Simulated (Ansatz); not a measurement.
`B[SiH2][InH2]` + NH₃ → `N[SiH2][InH2]` + BH₃ at 298.15 K and 1 bar (cleavage of the Si–B bond).

Calculated with Ansatz (gas phase, PBE0-D4/def2-TZVP geometries, no zero-point term in ΔE). CCSD(T)/CBS adds triple-zeta CCSD(T) − MP2 to the extrapolated MP2 energy (def2 sets, frozen cores). This one scheme is used for every species. Elements past krypton have def2 core potentials. For In outer-core shells are correlated without core-valence functions, which leaves a few kJ/mol of doubt a bond. Each species was taken in one conformer, which may not be the lowest.

| species | CCSD(T)/CBS energy (Eh) | H − E (kJ/mol) | S (J/(mol·K)) |
| --- | --- | --- | --- |
| `B[SiH2][InH2]` | -507.23462 | 148.8 | 344.1 |
| NH₃ | -56.50880 | 100.5 | 192.4 |
| `N[SiH2][InH2]` | -537.19857 | 163.8 | 349.4 |
| BH₃ | -26.55200 | 78.7 | 188.3 |

H − E and S are ideal-gas, rigid-rotor, harmonic terms from PBE0-D4/def2-TZVP, for one conformer and one mirror image of each species. 1 Eh = 2625.50 kJ/mol, R = 8.31446 J/(mol·K).

Question: By hand: ΔE, ΔH, ΔS and ΔG.

Answer: ΔE = (-537.19857) + (-26.55200) − (-507.23462) − (-56.50880) = -0.00715 Eh = -18.8 kJ/mol. Δ(H − E) = 163.8 + 78.7 − 148.8 − 100.5 = -6.8, so ΔH = -25.6 kJ/mol. ΔS = 349.4 + 188.3 − 344.1 − 192.4 = 1.2 J/(mol·K). ΔG = -25.6 − 298.15 × (1.2)/1000 = -26.0 kJ/mol.

Question: By hand: the equilibrium constant, and the temperature at which ΔG would vanish if ΔH and ΔS stayed fixed.

Answer: log₁₀ K = −ΔG/(RT ln 10) = 4.6. ΔH and −TΔS have one sign here, so there is no such temperature.

The number of gas molecules stays the same, so ΔS is small and ΔH decides. A doubt of 5 kJ/mol in ΔE shifts log₁₀ K by 0.9 here. Other conformers and mirror images would add mixing entropy, several J/(mol·K) or more a flexible species. These are equilibria of isolated gas molecules and say nothing of rates. Largest T1 diagnostic: 0.015 (customary marks: 0.02 for closed shells, 0.045 for open ones).

ΔS is within the doubt of such terms, so its sign, and with it that verdict, could turn.
